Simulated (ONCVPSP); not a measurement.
Building the ONCV potential for B (Z = 5) (PBEsol, non-relativistic).

```
Element                 : boron (B)
Generator               : ONCVPSP 4.0.1
Type                    : optimised norm-conserving Vanderbilt (ONCV)
Functional              : PBEsol
Relativity              : non-relativistic
Frozen core             : [He]
Valence charge          : 3
Reference configuration : 2s2 2p1
Partial waves           : 2s: rc 1.15 bohr, ncon 4, nbas 8, qcut 4.7 1/bohr, 2 projectors, debl 0.4 Ha; 2p: rc 3.35 bohr, ncon 4, nbas 8, qcut 4.9 1/bohr, 1 projector; d scattering state at 0.3 Ha: rc 3.25 bohr, ncon 3, nbas 6, qcut 2.5 1/bohr, 2 projectors, debl 2.1 Ha
Local potential         : polynomial inside 0.85 bohr (lpopt 5, dvloc0 3 Ha)
Core correction         : polynomial model core, fcfact 0.45
```

What the tests gave:

```json
{
  "Cutoffs needed": "12 Ha and 32 Ha (the cutoffs (Ha) at which the residual kinetic energy of the hardest occupied pseudo-wave falls to 1 and 0.1 mHa per electron)",
  "Ghost test": "no bound ghost flagged; GHOST(+) flagged for d at 231.5 eV",
  "Largest excitation error": "+291 meV (all-electron minus pseudo) for 2s1 2p0, out of 4 test configurations",
  "rms error of d²Exc/dni dnj": "1.44 mHa without and 1.07 mHa with the model core"
}
```

Generation and tests took about 5.5 s on one core of a shared server CPU.
